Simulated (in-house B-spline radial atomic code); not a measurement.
**Binding energies in the platinum ion Pt³⁺**

NIST's tabulated ground configuration is [Xe] 4f14 5d7; each binding energy is the energy of the ion with one electron taken from that subshell, relaxed, less that of the parent. Level of theory: Dirac-Hartree-Fock, average of configuration, Fermi nucleus of rms radius 5.427 fm; calculated with a B-spline radial code for spherical atoms. Energies include first-order Breit, QED and recoil terms.

```
subshell  X-ray name  binding energy (eV)  -ε (eV)  relaxation (eV)
      1s           K              78436.9  78944.9             91.2
      2s          L1              13934.2  14041.4             54.5
   2p1/2          L2                13320  13431.2             59.3
   2p3/2          L3              11610.7  11699.1             55.6
      3s          M1               3350.9   3392.1             30.4
   3p1/2          M2               3078.1   3119.7             31.6
      4s          N1                777.9    792.8             12.5
   4p1/2          N2                661.9    676.3             12.4
   4p3/2          N3                  571    583.3             11.2
      5s          O1                152.1    155.4              2.8
   4f5/2          N6                119.2    129.0             10.1
   4f7/2          N7                115.9    125.4              9.8
   5p1/2          O2                112.9    115.7              2.5
   5p3/2          O3                97.68    99.84             2.03
      5d        O4,5                44.08    45.17             1.11
```

Relaxation = -ε minus the binding energy without Breit, QED and recoil terms.

Emission lines follow as differences of binding energies, with λ = 12398.42 eV·Å / E:

```tsv
line	holes	energy (eV)	wavelength (Å)
K-L3	1s → 2p3/2	66826.2	0.18553
K-L2	1s → 2p1/2	65116.9	0.1904
L3-M1	2p3/2 → 3s	8259.8	1.5011
```

Question: What screening constant σ does Moseley's law, E = (3/4)·13.6057 eV·(Z - σ)², need for K-L3?

Answer: σ = -2.92.

Moseley's non-relativistic formula needs a falling, then negative, screening constant for heavy elements, because relativity binds the 1s electron more strongly than the formula allows.

Question: What does it cost to remove both a 4p1/2 and a 5p3/2 electron?

Answer: 779.36 eV, which is 19.81 eV more than the two single binding energies together.

Question: What does it cost to remove both a 3p1/2 and a 4s electron?

Answer: 3893.8 eV, which is 37.75 eV more than the two single binding energies together.

Question: What does it cost to remove both a 1s and a 2p1/2 electron?

Answer: 92207 eV, which is 450.5 eV more than the two single binding energies together.
